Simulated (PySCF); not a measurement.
Excitation energy of Hg by level of theory

Hg [Xe] 4f14 5d10 6s2 (1S) → Hg [Xe] 4f14 5d9 6s2 6p1 (high-spin determinant), as a difference of total energies. Computed with PySCF 2.14 in def2-QZVPPD with the def2 core potential (60 electrons) (7s5p4d4f2g, 88 functions), with scalar relativity through the core potential. Correlated levels: valence: 5s2 5p6 frozen. The calculations carry no spin-orbit coupling.

```json
{"method": "UHF", "excitation energy (cm⁻¹)": "70399"}
{"method": "MP2 (valence)", "excitation energy (cm⁻¹)": "83416"}
{"method": "SCS-MP2 (valence)", "excitation energy (cm⁻¹)": "82536"}
{"method": "CCSD (valence)", "excitation energy (cm⁻¹)": "79948"}
{"method": "CCSD(T) (valence)", "excitation energy (cm⁻¹)": "80639"}
```

The determinant of the upper state mixes LS terms, which raises its energy above the lowest term, most at the Hartree-Fock and MP2 levels.
